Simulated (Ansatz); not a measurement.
Reaction (ligand exchange at a B–F bond): `NB(O)F` + HCl → `NB(O)Cl` + H–F

Isolated molecules relaxed with PBE0-D4/def2-TZVP in Ansatz; ΔE leaves out vibrations. CCSD(T)/CBS is the MP2 limit (def2-TZVPP, def2-QZVPP) plus CCSD(T) − MP2 in def2-TZVPP, frozen cores. This one scheme is used for every species. DFT in def2-TZVPP. Each species was taken in one conformer, which may not be the lowest.

```
    level  ΔE (kJ/mol)
revPBE-D4         31.6
   B2PLYP         45.9
      PBE         38.2
  LC-ωPBE         43.1
```

Task: What does CCSD(T)/CBS give? (Best estimate.)

Result: Ansatz gave: +38.7 kJ/mol. The listed levels differ from it by -7.1, 7.2, -0.5, 4.4 kJ/mol.

Largest T1 diagnostic among the species: 0.011.

In def2-TZVPP, CCSD(T) changes the Hartree–Fock value by −17.1 kJ/mol (the triples alone add −3.4 kJ/mol) and MP2 by −24.7 kJ/mol. The D4 term adds −4.9 kJ/mol with B3LYP and −2.5 kJ/mol with PBE0; it sums over pairs of atoms, weighted by their polarisabilities, and B3LYP, whose exchange is more repulsive, gets the larger term.

B3LYP here is the variant with VWN-RPA as its local correlation; programs differ in this.
